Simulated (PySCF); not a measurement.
# As: excitation energy

As [Ar] 3d10 4s2 4p3 (4S) → As [Ar] 3d10 4s1 4p4, s spin flipped, as a difference of total energies. Computed with PySCF 2.14 in dyall-av2z (16s12p8d, 92 functions), with no relativity, point nucleus. Correlated levels: valence: [Ar] 3d10 frozen; virtual orbitals above 40 to 60 times the deepest correlated orbital energy dropped. The calculations carry no spin-orbit coupling.

```
           method  excitation energy (eV)
              UHF                  13.051
              LDA                  10.316
              PBE                  10.365
             PBE0                  11.006
           r2SCAN                  10.973
            HSE06                  10.953
           M06-2X                  10.918
           revPBE                  10.367
          r2SCAN0                  11.409
    MP2 (valence)                  11.754
SCS-MP2 (valence)                  11.504
```

How much does correlation contribute at MP2 (valence)?

11.754 − (13.051) = -1.297 eV, measured against UHF.

The upper determinant mixes two multiplicities, so it lies between the two terms.

The upper state lies above the first ionisation limit, where it may autoionise and the basis confines it.
